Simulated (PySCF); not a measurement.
## Working out the excitation energy of Ca

Ca [Ar] 4s2 (1S) → Ca [Ar] 4s1 5s1 (3S). Calculation: PySCF 2.14, in x2c-TZVPPall with one added diffuse shell each of s, p, d type (7s6p4d, 45 functions); scalar relativity by spin-free X2C-1e. Frozen: [Ar]. Energies in hartree (1 hartree = 27.21139 eV):

```csv
part,Ca (lower),Ca (upper)
UHF,-679.620222,-679.506114
CCSD correlation,-0.028238,-0.004742
(T),0.000000,0.000000
```

Question: What does Hartree-Fock give?

Answer: (-679.506114) − (-679.620222) = 0.114108 hartree = 3.105 eV.

Question: What do CCSD and CCSD(T) give?

Answer: The CCSD correlation energies differ by 0.023496 hartree = 0.639 eV and the triples by 0.000000 hartree = 0.000 eV, so CCSD gives 3.744 eV and CCSD(T) 3.744 eV.

Measured between the centres of the two terms (NIST): 3.910 eV, so CCSD(T) (valence) is off by -0.166 eV.

What remains against the reference includes basis incompleteness, the frozen core and higher excitations.
